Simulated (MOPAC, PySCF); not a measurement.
H$_{6}$OSi$_{3}$, SMILES `[SiH2]=[SiH]O[SiH3]` (Si–Si–O–Si torsion 24°), neutral singlet in the gas phase. 

Z-matrix (Å, degrees):
```
O
Si 1 1.6318
Si 1 1.6524 2 139.95
H 3 1.4797 1 107.54 2 -162.80
H 3 1.4827 4 110.28 1 118.95
H 3 1.4837 4 110.23 5 121.29
H 2 1.4859 1 106.67 3 -173.71
Si 2 2.1977 7 121.97 1 -150.56
H 8 1.4915 2 106.82 7 -51.01
H 8 1.4917 9 109.94 2 120.50
```
Charge 0, spin multiplicity 1.

All levels are single points at this geometry (r2SCAN-D4/def2-TZVP); Pople sets use spherical d functions. Orbital energies aren't observables, and empty levels follow the basis.

HF/3-21G in PySCF gives gap (eV) = 8.49.

Q: Estimate the gap (eV) from each of these levels: r2SCAN-D4/def2-TZVP in PySCF; B3LYP/3-21G in PySCF; B3LYP/6-31G* in PySCF; M06-2X/6-31G* in PySCF; PBE/6-31G* in PySCF; SVWN5/6-31G* in PySCF; HF/STO-3G in PySCF; PM6 in MOPAC.

A: 
```csv
level,gap (eV)
r2SCAN-D4/def2-TZVP in PySCF,2.67
B3LYP/3-21G in PySCF,3.67
B3LYP/6-31G* in PySCF,3.61
M06-2X/6-31G* in PySCF,5.44
PBE/6-31G* in PySCF,2.44
SVWN5/6-31G* in PySCF,2.41
HF/STO-3G in PySCF,9.55
PM6 in MOPAC,5.85
```
